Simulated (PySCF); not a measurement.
CH4N, SMILES [CH2]N, multiplicity 2. Atoms are numbered in the order given.

```xyz
6

C     -0.7231     0.0781     0.0000
N      0.6518    -0.0952     0.0000
H     -1.2397    -0.1162    -0.9302
H     -1.2397    -0.1162     0.9302
H      1.1277     0.2151     0.8326
H      1.1277     0.2151    -0.8326
```
Charge 0, spin multiplicity 2.

Coordinates come from a PBE0-D3(BJ)/def2-TZVP optimisation. The isomer is the one that the SMILES or the coordinates give; other isomers of the formula were not compared.

Calculation: PBE/pcH-1 (PySCF).

Unrestricted Kohn–Sham, ⟨S²⟩ = 0.752. Hyperfine tensors hold the contact and dipolar terms, without spin-orbit corrections.

Computed hyperfine couplings:
```json
[
 {"nucleus": "13C no. 1", "A(iso) (MHz)": "97.3", "A(iso) (G)": "34.7", "dipolar principal values (MHz)": "-67.0, -66.9, 134.0"},
 {"nucleus": "14N no. 2", "A(iso) (MHz)": "15.6", "A(iso) (G)": "5.6", "dipolar principal values (MHz)": "-13.5, -13.0, 26.5"},
 {"nucleus": "1H no. 3", "A(iso) (MHz)": "-33.3", "A(iso) (G)": "-11.9", "dipolar principal values (MHz)": "-31.4, -0.2, 31.6"},
 {"nucleus": "1H no. 4", "A(iso) (MHz)": "-33.3", "A(iso) (G)": "-11.9", "dipolar principal values (MHz)": "-31.4, -0.2, 31.6"},
 {"nucleus": "1H no. 5", "A(iso) (MHz)": "9.6", "A(iso) (G)": "3.4", "dipolar principal values (MHz)": "-15.1, -5.7, 20.7"},
 {"nucleus": "1H no. 6", "A(iso) (MHz)": "9.6", "A(iso) (G)": "3.4", "dipolar principal values (MHz)": "-15.1, -5.7, 20.7"}
]
```

Task: And the g tensor (effective nuclear charges for spin-orbit coupling, GIAO)? (The exact figures need the calculation; the answer reports its results.)

Result: principal values 2.0021, 2.0030, 2.0033; isotropic 2.0028.
